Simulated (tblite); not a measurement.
Compound: C6H13BO2.
SMILES with atom numbers: `[CH3:1]/[CH:2]=[CH:3]\[CH2:4][B:5]([O:6][CH3:7])[O:8][CH3:9]` (hydrogens: H10, H11, H12 on C1; H13 on C2; H14 on C3; H15, H16 on C4; H17, H18, H19 on C7; H20, H21, H22 on C9)

Computed with GFN2-xTB (tblite), gas phase: L-BFGS steps from a force-field or distance-geometry start until the largest atomic force falls under 0.01 eV/Å.

At the end of the run (lengths in Å): B5–O6 1.345, B5–O8 1.367, O8–C9 1.403, C1–C2 1.499, C1–H10 1.091, C9–H20 1.091, C4–H15 1.094, B5–O6–C7 124.0°, C4–B5–O8 123.0°, O6–B5–O8 118.9°, C3–C4–B5 113.5°, C1–C2–C3–C4 0°, C2–C3–C4–B5 95°, C3–C4–B5–O6 4°, H20–C9–O8–B5 -174°, H17–C7–O6–B5 120°.

Question: These geometries were met on the way; a selection of coordinates is given. Order them by energy above the end point, lowest first.
A. B5–O6 1.338, B5–O8 1.387, O8–C9 1.437, C1–C2 1.506, C1–H10 1.080, C9–H20 1.097, C4–H15 1.099, B5–O6–C7 129.4°, C4–B5–O8 121.3°, O6–B5–O8 124.6°, C3–C4–B5 109.8°, C1–C2–C3–C4 0°, C2–C3–C4–B5 115°, C3–C4–B5–O6 -25°, H20–C9–O8–B5 85°, H17–C7–O6–B5 159°
B. B5–O6 1.355, B5–O8 1.367, O8–C9 1.407, C1–C2 1.505, C1–H10 1.090, C9–H20 1.099, C4–H15 1.091, B5–O6–C7 125.3°, C4–B5–O8 124.5°, O6–B5–O8 119.7°, C3–C4–B5 108.5°, C1–C2–C3–C4 1°, C2–C3–C4–B5 112°, C3–C4–B5–O6 -10°, H20–C9–O8–B5 102°, H17–C7–O6–B5 134°
C. B5–O6 1.471, B5–O8 1.458, O8–C9 1.371, C1–C2 1.466, C1–H10 1.124, C9–H20 1.123, C4–H15 1.125, B5–O6–C7 111.8°, C4–B5–O8 116.5°, O6–B5–O8 116.3°, C3–C4–B5 112.1°, C1–C2–C3–C4 2°, C2–C3–C4–B5 120°, C3–C4–B5–O6 -65°, H20–C9–O8–B5 79°, H17–C7–O6–B5 -151°
D. B5–O6 1.354, B5–O8 1.359, O8–C9 1.395, C1–C2 1.497, C1–H10 1.090, C9–H20 1.093, C4–H15 1.096, B5–O6–C7 121.3°, C4–B5–O8 130.6°, O6–B5–O8 114.8°, C3–C4–B5 109.1°, C1–C2–C3–C4 5°, C2–C3–C4–B5 108°, C3–C4–B5–O6 -3°, H20–C9–O8–B5 127°, H17–C7–O6–B5 124°
E. B5–O6 1.340, B5–O8 1.394, O8–C9 1.434, C1–C2 1.508, C1–H10 1.087, C9–H20 1.085, C4–H15 1.084, B5–O6–C7 123.0°, C4–B5–O8 116.8°, O6–B5–O8 123.3°, C3–C4–B5 116.3°, C1–C2–C3–C4 0°, C2–C3–C4–B5 114°, C3–C4–B5–O6 -46°, H20–C9–O8–B5 77°, H17–C7–O6–B5 -156°

Answer: D (0.226 eV), B (0.375 eV), A (0.645 eV), E (1.145 eV), C (1.908 eV).

```csv
step,E above end (eV),"rms distance from the end, all atoms (Å)",largest force (eV/Å),rms shift of all bonds from the end (Å)
24,0.226,0.404,0.263,0.004
18,0.375,0.432,0.521,0.005
11,0.645,0.472,0.862,0.012
3,1.145,0.553,0.855,0.011
0,1.908,0.567,3.544,0.041
```

Rows stand in the order of the answer.
